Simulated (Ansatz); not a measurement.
**Interaction energy ladder**

The pair of H2O (SMILES O, atoms 1–3) and H2 (SMILES [H][H], atoms 4–5), both closed shells, in one local arrangement (a lower one may exist), relaxed at PBE0-D4/def2-TZVP:

```
atom    x (Å)    y (Å)    z (Å)
  O1   0.2992   0.1910  -1.0515
  H2  -0.5036   0.6532  -1.3030
  H3   0.1752  -0.7105  -1.3567
  H4  -0.0602  -0.1186   2.2187
  H5   0.0895  -0.0150   1.4926
```

Computed with Ansatz 0.2.0 (basis: def2-TZVPPD, with def2-QZVPPD for the basis limit); correlated methods freeze the cores. B3LYP uses VWN-RPA correlation. Extrapolation: Hartree–Fock as exp(−7.88 √X), correlation as X^−2.97. Interaction energies count from these two fragments, frozen as in the pair, with the counterpoise correction; negative means bound.

Q: What is the interaction energy by CCSD(T) at an estimated basis limit (MP2 extrapolated from triple and quadruple zeta, plus CCSD(T) − MP2 in triple zeta)? (To be estimated.)

A: Computed: -2.1 kJ/mol. Hartree–Fock alone gives 0.2 kJ/mol at the basis limit, so without correlation the pair would not bind at this distance. It counts from the two fragments frozen as in the pair.

The same quantity by other methods in triple zeta, and each one's difference from that estimate:
```tsv
method	E_int (kJ/mol)	difference
PBE-D4	-3.2	-1.2
revPBE-D4	-1.7	0.4
BLYP-D4	-1.4	0.6
r2SCAN-D4	-1.7	0.4
B97M-V	-2.8	-0.8
PBE0-D4	-2.8	-0.7
B3LYP-D4	-2.0	0.1
HSE06-D4	-2.9	-0.8
wB97X-V	-2.3	-0.2
wB97M-V	-2.1	0.0
B2PLYP	-1.4	0.7
HF	0.2	2.2
MP2	-1.5	0.5
CCSD	-1.4	0.7
CCSD(T)	-1.7	0.4
```
Differences are method less estimate.

Q: Which atoms make the shortest contact between the fragments?

A: O1 and H5, 2.56 Å apart.

Basis-set superposition shift (counterpoise-corrected less uncorrected): CCSD(T) 0.5; MP2 0.5; HF 0.0; PBE0-D4 0.0; wB97M-V 0.1 kJ/mol.

The T1 diagnostic stays at or below 0.011.

For scale, one of the runs: CCSD(T)/def2-TZVPPD, 108 basis functions, launched by `ansatz run in.yaml --threads 2 --pin off --events-out ev --progress --plain --max-ram 5222MiB`. The run took about 0.9 s on 2 CPU threads of an AMD EPYC 9R45 (shared host).
